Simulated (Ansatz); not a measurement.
System: sum formula InClF2, charge 0, multiplicity 1. SMILES: [F][In]([Cl])[F]
Structure (B3LYP-D3(BJ)/def2-TZVP (Ansatz, a program for electronic structure) minimum search):
```xyz
4

F     -0.9944     1.8218     0.0595
In    -0.2379     0.0402     0.0046
F     -1.5395    -1.3934    -0.0100
Cl     2.0272    -0.3428    -0.0396
```

Wanted: atomisation energy (electronic, to ground-state atoms), in kcal/mol. Valence correlation only, unless marked. Open shells are spin-unrestricted. Spin-orbit coupling is left out. The frozen core is the preceding noble-gas configuration, with the filled d and f shells of earlier blocks. In def2 rows, elements after Kr have scalar-relativistic effective core potentials. STO-3G rows are all-electron and non-relativistic. The coupled-cluster limit lacks core correlation, which all-electron functionals hold. CBS(X,Y): correlation extrapolated as X^-3; Hartree-Fock from the larger set.

| level | program | atomisation energy (kcal/mol) |
|---|---|---|
| SVWN5/def2-TZVPD | Ansatz | 325.6 |
| BLYP-D4/def2-TZVPD | Ansatz + dftd4 | 270.1 |
| revPBE-D4/def2-TZVPD | Ansatz + dftd4 | 268.8 |
| PBE0/def2-TZVP | Ansatz | 266.4 |
| PBE0/def2-QZVPP | Ansatz | … |
| r2SCANh/def2-TZVPD | Ansatz | 269.8 |
| r2SCAN0-D4/def2-TZVPD | Ansatz + dftd4 | 262.2 |
| CAM-B3LYP-D3(BJ)/def2-TZVPD | Ansatz + dftd3 | 270.5 |
| LC-wPBE-D3(BJ)/def2-TZVPD | Ansatz + dftd3 | 279.9 |
| B2PLYP-D3(BJ)/def2-TZVPD | Ansatz + dftd3 | … |
| PBE-QIDH/def2-TZVPD | Ansatz | 275.0 |
| SCS-MP2/def2-SVP | Ansatz | 260.6 |
| SCS-MP2/def2-QZVPP | Ansatz | 291.8 |
| SCS-MP2/def2-QZVPPD | Ansatz | 292.0 |
| CCSD/STO-3G | Ansatz | 243.6 |
| CCSD/def2-TZVPPD | Ansatz | 266.9 |
| CCSD(T)/CBS(def2-TZVPPD,def2-QZVPPD) | Ansatz | … |

Question: What belongs in the gaps?

Answer: 
- PBE0/def2-QZVPP, atomisation energy (kcal/mol): 268.2
- B2PLYP-D3(BJ)/def2-TZVPD, atomisation energy (kcal/mol): 273.6
- CCSD(T)/CBS(def2-TZVPPD,def2-QZVPPD), atomisation energy (kcal/mol): 286.6
